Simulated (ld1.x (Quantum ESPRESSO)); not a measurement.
**Zn: excitation energies, all-electron against PAW**

zinc (Zn), PAW, made with ld1.x (Quantum ESPRESSO) 7.5 (PBE, scalar-relativistic). Core [Ar], reference 3d10 4s2 4p0. Waves: 4s (bound): rcut 1.35, rcutus 1.80 bohr; 4s channel at 0.5 Ry: rcut 1.35, rcutus 1.80 bohr; 4p (bound, empty): rcut 2.20, rcutus 2.90 bohr; 4p channel at 2.9 Ry: rcut 2.20, rcutus 2.90 bohr; 3d (bound): rcut 0.65, rcutus 0.80 bohr; 3d channel at 1.25 Ry: rcut 0.65, rcutus 0.80 bohr. Local part: all-electron potential smoothed inside 3.24 bohr (lloc = -1). Core correction: Bessel-smoothed model core inside 0.40 bohr. Augmentation charge: BESSEL, radius 0.55 bohr.

Energies are relative to the spin-unpolarised reference configuration 3d10 4s2 4p0; without spin polarisation the order of configurations can differ from experiment.

Problem. Give the all-electron excitation energy and the error of the potential for: 3d10 4s1 4p0; 3d10 4s0 4p0; 3d9 4s0 4p0; 3d10 4s1.5 4p0; 3d8 4s0 4p0; 3d9 4s2 4p1; 3d10 4s0 4p1.

Solution.

```tsv
valence configuration	charge	ΔE all-electron (eV)	error AE − PS (meV)
3d10 4s1 4p0	+1	9.888	-3.8
3d10 4s0 4p0	+2	28.331	-17
3d9 4s0 4p0	+3	68.865	-179
3d10 4s1.5 4p0	+0.5	3.941	-1.0
3d8 4s0 4p0	+4	130.679	-1148
3d9 4s2 4p1	0	12.244	-138
3d10 4s0 4p1	+1	16.212	-5.5
```

Levels in the configuration 3d9 4s2 4p1:

```
level  all-electron (eV)  pseudo (eV)
   3d            -18.197      -18.512
   4s             -8.657       -8.657
   4p             -2.595       -2.589
```
